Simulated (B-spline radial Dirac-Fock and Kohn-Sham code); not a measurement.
What relativity does to the binding energies of Rh⁵⁺

System: the Rh⁵⁺ ion in the configuration [Kr] 4d4.

Both columns are ΔSCF binding energies of the configuration average from a radial atomic solver: non-relativistic Hartree-Fock with a point nucleus, and Dirac-Fock with a finite nucleus and the Coulomb interaction alone, averaged over the two j levels with weights 2j+1.

| shell | Hartree-Fock (eV) | Dirac-Fock (eV) | shift (eV) | shift (%) |
| --- | --- | --- | --- | --- |
| 1s | 22715.6 | 23376.3 | +660.61 | +2.91 |
| 2s | 3356.4 | 3514.5 | +158.05 | +4.71 |
| 2p | 3103.8 | 3147.3 | +43.46 | +1.40 |
| 3s | 688.4 | 719.8 | +31.41 | +4.56 |
| 3p | 587.5 | 596.3 | +8.85 | +1.51 |
| 3d | 402.3 | 397.2 | -5.07 | -1.26 |
| 4s | 164.0 | 169.8 | +5.77 | +3.52 |
| 4p | 129.5 | 130.8 | +1.33 | +1.03 |
| 4d | 78.72 | 77.92 | -0.80 | -1.02 |

Relativity binds 1s, 2s, 2p, 3s, 3p, 4s, 4p more strongly, among those listed most of all 2s in relative terms, and 3d, 4d more weakly, because the contracted s and p shells screen the nucleus better.

Values without a named source are computed, but for edge energies of neutral atoms, which are taken from tables.
